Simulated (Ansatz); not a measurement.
`C=C(N)[SiH2][SiH3]` + `[NH2][GeH2][OH]` → `[OH][GeH2][NH][SiH3]` + `C=C(N)[SiH3]`  (cleavage of the Si–Si bond)

Program: Ansatz. Geometries: PBE0-D4/def2-TZVP. ΔE: electronic, gas phase. CBS: MP2 limit from def2 TZ/QZ plus the TZ coupled-cluster correction, frozen cores. Functionals use def2-TZVPP. For Ge outer-core shells are correlated without core-valence functions, which leaves a few kJ/mol of doubt a bond. Scalar relativity is left out up to krypton. Each species was taken in one conformer, which may not be the lowest.

CCSD(T)/CBS gives -61.1 kJ/mol.

Question: Another level gave -41.2 kJ/mol. Which?
A. r2SCAN-D4/def2-TZVPP
B. PBE/def2-TZVPP
C. MP2/def2-TZVPP
D. ωB97M-V/def2-TZVPP

Answer: B. PBE -41.2, r2SCAN-D4 -53.3, MP2/def2-TZVPP -69.8, ωB97M-V -64.1 kJ/mol.

Largest T1 diagnostic among the species: 0.013.

From PBE to PBE0 (25 % exact exchange), in def2-TZVPP and without D4, ΔE moves by −6.2 kJ/mol. In def2-TZVPP, CCSD(T) changes the Hartree–Fock value by +17.6 kJ/mol (the triples alone add +2.3 kJ/mol) and MP2 by +10.3 kJ/mol.
